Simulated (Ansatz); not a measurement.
GeOBr, SMILES [O]=[Ge][Br], multiplicity 2.

The structure is a stationary point at TPSSh-D3(BJ)/def2-TZVP.

Two levels are set side by side: PBE/def2-SVPD (Ansatz, a program for electronic structure) and ωB97X-V/def2-SVPD (Ansatz). Energy differences of separate SCF runs at the same geometry; the states with an electron removed or added have multiplicity 1 and 1. Differences are taken from unrounded values.

| quantity | PBE |
|---|---|
| vertical ionisation energy (eV) | 10.10 |
| vertical electron affinity (eV) | 2.98 |

**Question.** These are the PBE values. What does ωB97X-V give? (Estimate from the structure and the level; the computed values follow.)

**Answer.** 
```tsv
quantity	ωB97X-V	PBE minus ωB97X-V
vertical ionisation energy (eV)	10.49	-0.39
vertical electron affinity (eV)	3.22	-0.23
```
